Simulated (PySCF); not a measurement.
CH3F3OSi, SMILES [SiH2](C(F)(F)F)O.

The structure is a stationary point at PBE0-D3(BJ)/def2-SVP. The values are those of a single conformer.

All values below come from PBE/def2-TZVP in PySCF.

- total energy = -703.83794 hartree
- highest occupied level = -7.48 eV
- lowest empty level = -1.18 eV
- orbital gap = 6.30 eV
- dipole moment = 1.84 D
- quadrupole, principal values (traceless, Buckingham form, about the centre of nuclear charge) = -5.86, -0.46, 6.32 D·Å
- mean static polarisability = 44.2 bohr³ (6.54 Å³)
- polarisability, principal values = 42.6, 43.9, 46.0 bohr³
